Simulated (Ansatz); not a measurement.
Molecule: BN, charge 0, multiplicity 3. SMILES: [B]=[N]
Geometry: optimised at B3LYP-D3(BJ)/def2-TZVP (Ansatz, a program for electronic structure).

Property: atomisation energy (electronic, to ground-state atoms), in kcal/mol. Valence correlation only, unless marked. Open shells are spin-unrestricted. Spin-orbit coupling is left out. Non-relativistic. The coupled-cluster limit lacks core correlation, which all-electron functionals hold. CBS marks a two-point X^-3 extrapolation of the correlation energy; Hartree-Fock from the larger set (for Q and 5 zeta extrapolated as (X+1)exp(-9√X)).

```
level                              program  atomisation energy (kcal/mol)
---------------------------------  -------  -----------------------------
PBE/def2-TZVPD                      Ansatz                          122.3
revPBE/def2-TZVPD                   Ansatz                          115.5
MP2/CBS(def2-TZVPPD,def2-QZVPPD)    Ansatz                          108.2
RI-MP2/CBS(def2-TZVPP,def2-QZVPP)   Ansatz                          108.2
```

Problem. What does CCSD(T)/CBS(cc-pVQZ,cc-pV5Z) (Ansatz) give?

Solution. 103.7 kcal/mol, so RI-MP2/CBS(def2-TZVPP,def2-QZVPP) differs from it by 4.5 kcal/mol.
